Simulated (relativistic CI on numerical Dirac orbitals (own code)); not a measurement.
# d2 in a ligand field

Computed with a parametric ligand-field model of a d^n configuration (Racah B and C, spin-orbit zeta, crystal field), exact diagonalisation.

Field parameters in Wybourne normalisation: D3d B²₀ = −7Dσ, B⁴₀ = −14Dq − 21Dτ, B⁴₃ = −14√(10/7) Dq; Oh B⁴₀ = 21Dq, B⁴₄ = √(5/14) B⁴₀; Td as Oh with Dq negative (B⁴₀ = 21Dq, B⁴₄ = √(5/14) B⁴₀). The field is a parameter set, without covalency.

(1) Ground term and bands for B = 940, C = 3920, ζ = 0 cm⁻¹, Td, 10Dq = -6300 cm⁻¹?

(2) Ground term and bands for B = 720, C = 3610, ζ = 0 cm⁻¹, Oh, 10Dq = 22800 cm⁻¹?

(3) Ground term and bands for B = 390, C = 1890, ζ = 0 cm⁻¹, Td, 10Dq = -3100 cm⁻¹?

(4) Ground term and bands for B = 680, C = 2750, ζ = 0 cm⁻¹, D3d, 10Dq = 9950, Dσ = 900, Dτ = -160 cm⁻¹?

(5) Ground term and bands for B = 660, C = 2450, ζ = 0 cm⁻¹, D3d, 10Dq = 21350, Dσ = -1200, Dτ = -320 cm⁻¹?

Results:

(1) Ground term 3A2 with 2.00 electrons in the two orbitals of the cubic e set. Spin-allowed: 3T2 6300 cm⁻¹ (1587 nm), 3T1 10758 cm⁻¹ (930 nm), 3T1 22242 cm⁻¹ (450 nm). Lowest spin-forbidden: 1E 14618 cm⁻¹ (684 nm), 1T2 20411 cm⁻¹ (490 nm), 1A1 22994 cm⁻¹ (435 nm). With an A2 ground term the first spin-allowed band lies at |10Dq| itself.

(2) Ground term 3T1 with 0.02 electrons in the two orbitals of the cubic e set. Spin-allowed: 3T2 21264 cm⁻¹ (470 nm), 3T1 30528 cm⁻¹ (328 nm), 3A2 44064 cm⁻¹ (227 nm). Lowest spin-forbidden: 1T2 11886 cm⁻¹ (841 nm), 1E 12026 cm⁻¹ (832 nm), 1A1 25998 cm⁻¹ (385 nm).

(3) Ground term 3A2 with 2.00 electrons in the two orbitals of the cubic e set. Spin-allowed: 3T2 3100 cm⁻¹ (3226 nm), 3T1 5226 cm⁻¹ (1913 nm), 3T1 9924 cm⁻¹ (1008 nm). Lowest spin-forbidden: 1E 6634 cm⁻¹ (1507 nm), 1T2 9538 cm⁻¹ (1048 nm), 1A1 10333 cm⁻¹ (968 nm). With an A2 ground term the first spin-allowed band lies at |10Dq| itself.

(4) Ground term 3A2 with 0.13 electrons in the two orbitals of the cubic e set. Spin-allowed: 3E 137 cm⁻¹, 3E 8351 cm⁻¹ (1197 nm), 3A1 9160 cm⁻¹ (1092 nm), 3A2 16492 cm⁻¹ (606 nm). Lowest spin-forbidden: 1A1 9501 cm⁻¹ (1053 nm), 1E 9970 cm⁻¹ (1003 nm), 1E 10437 cm⁻¹ (958 nm).

(5) Ground term 3A2 with 0.01 electrons in the two orbitals of the cubic e set. Spin-allowed: 3E 5151 cm⁻¹ (1941 nm), 3A1 20282 cm⁻¹ (493 nm), 3E 22254 cm⁻¹ (449 nm), 3A2 28320 cm⁻¹ (353 nm). Lowest spin-forbidden: 1E 9003 cm⁻¹ (1111 nm), 1A1 13405 cm⁻¹ (746 nm), 1E 14538 cm⁻¹ (688 nm).
